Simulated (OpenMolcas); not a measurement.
## 2s² 2p⁴ along the 8-electron sequence

| Quantity | Value |
| --- | --- |
| Program | OpenMolcas |
| Method | CASSCF |
| Basis | ANO-R2 |
| Scalar Hamiltonian | X2C, finite nucleus |
| Spin-orbit coupling | RASSI with atomic mean-field integrals over the reference wave functions, term energies averaged over their components |

Active space for each ion: 4 electrons in 3 orbitals (2p).

Computed levels in cm-1 above ³P₂:

```json
{"Level": "³P₁", "O": "148", "F+": "319", "Ne2+": "600"}
{"Level": "³P₀", "O": "221", "F+": "473", "Ne2+": "886"}
{"Level": "¹D₂", "O": "17665", "F+": "22802", "Ne2+": "27826"}
{"Level": "¹S₀", "O": "43787", "F+": "56517", "Ne2+": "68873"}
{"Level": "weight of ³P in the lowest level (%)", "O": "100", "F+": "100", "Ne2+": "100"}
```

Measured, with the error of the calculation in %. Measured levels: O, F+ from NIST Handbook of Basic Atomic Spectroscopic Data; Ne2+ from Moore, Atomic Energy Levels, vol. I, NSRDS-NBS 35 (1971 reprint of NBS Circular 467, 1949).

```json
{"Level": "³P₁", "O": "158 (-6.4)", "F+": "341 (-6.6)", "Ne2+": "650 (-7.7)"}
{"Level": "³P₀", "O": "227 (-2.6)", "F+": "490 (-3.3)", "Ne2+": "927 (-4.4)"}
{"Level": "¹D₂", "O": "15868 (+11.3)", "F+": "20873 (+9.2)", "Ne2+": "25841 (+7.7)"}
{"Level": "¹S₀", "O": "33793 (+29.6)", "F+": "44918 (+25.8)", "Ne2+": "55747 (+23.5)"}
```

The fine-structure level ³P₀ changes by a factor of 4.01 from O to Ne2+. Its fourth root runs 3.86, 4.66, 5.46, with steps per unit of Z of 0.81, 0.79; equal steps would mean a (Z - σ)^4 law with constant σ.

¹D₂ changes by a factor of 1.58 over the same range, with steps per unit of Z of +5140, +5020 cm-1.

With the s shell closed, the reference lacks s² → p² mixing. Without dynamic correlation excited terms often stand tens of per cent too high (terms of higher spin than the ground term too low), and those without a measured partner can miss by more than the paired ones (holds for O; F+). Computed and measured levels are paired by configuration, term and J; levels that our copy of the source lacks, or whose pairing is in doubt (as where it misses far off the trend of its configuration), stay unpaired and out of the deviations. Levels of configurations outside the active space are missing.
